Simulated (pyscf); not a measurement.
# cyclic C₂H₄ClGa (SMILES [Cl][Ga]1[CH2][CH2]1), singlet

Gas-phase minimum from PySCF at ωB97X-D3(BJ)/def2-SVP, one conformer. cyclic C₂H₄ClGa (SMILES [Cl][Ga]1[CH2][CH2]1) lies 29.9 kcal/mol over its isomer H₂C=CH–GaH–Cl (electronic energy, ωB97M-D3(BJ)/def2-TZVP). 

```
C
H 1 1.0981
H 1 1.0981 2 110.74
C 1 1.5991 2 115.30 3 -133.12
H 4 1.0981 1 115.28 2 130.89
H 4 1.0981 5 110.73 1 133.11
Ga 1 1.9257 2 121.28 3 151.36
Cl 7 2.1178 1 155.47 2 -74.20
```
Charge 0, spin multiplicity 1.

Properties at ωB97X-D3(BJ)/def2-SVP:

- Harmonic wavenumbers, unscaled: 112, 117, 308, 415, 595, 602, 650, 865, 923, 995, 1018, 1184, 1393, 1411, 3124, 3130, 3203, 3217 cm⁻¹
- Zero-point energy: 33.3 kcal/mol
- Rotational symmetry number: 2
- Entropy of this conformer at 298 K and 1 atm, rigid rotor and harmonic oscillator, modes under 100 cm⁻¹ raised to 100: 316.1 J/(mol K)
- Dipole moment: 0.77 D

Single-point totals, which compare only within one level (frozen core for MP2 and CC):

```csv
level,total energy (hartree)
ωB97X-D3(BJ)/def2-TZVP,-2463.70575
PBE/def2-TZVP,-2463.10670
r²SCAN/def2-TZVP,-2463.60458
B3LYP-D3(BJ)/def2-TZVP,-2463.77054
PBE0-D3(BJ)/def2-TZVP,-2463.19839
M06-2X/def2-TZVP,-2463.63798
ωB97M-D3(BJ)/def2-TZVP,-2463.79279
HF/def2-TZVPP,-2460.82777
MP2/def2-TZVPP,-2461.58138
CCSD/def2-TZVPP,-2461.60976
CCSD(T)/def2-TZVPP,-2461.64539
```

The CCSD(T) − MP2 part came from Ansatz, without density fitting, on the same reference. The frozen core leaves the outer d or s,p core shells of the metals and heavy elements correlated in the MP2 and CC values, and def2-TZVPP describes them poorly, so these totals are far from the basis limit. Elements up to Kr have no core potential and no relativistic terms here.
